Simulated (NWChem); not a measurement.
**Relativistic effects in Tl**

```xyz
1

Tl     0.0000     0.0000     0.0000
```
Charge 0, spin multiplicity 2.

Everything below was run with NWChem.

Functional PBE, all-electron basis x2c-SVPall-2c, contracted for the X2C Hamiltonian and used here with ZORA. The ion keeps the geometry and has multiplicity 1 in the scalar run; the spin-orbit run starts from the same electron counts.

Relative cost: rough, from shared machines, SCF included, scalar ZORA = 1.

No SCF solution was tested for a lower state.

```json
[
 {"Hamiltonian": "scalar ZORA", "ΔSCF ionisation energy (eV)": "5.39", "relative cost": "1"},
 {"Hamiltonian": "spin-orbit ZORA", "ΔSCF ionisation energy (eV)": "___", "relative cost": "under 3"}
]
```

Question: What belongs in the gaps?

Answer: 
- spin-orbit ZORA, ΔSCF ionisation energy (eV): 6.09
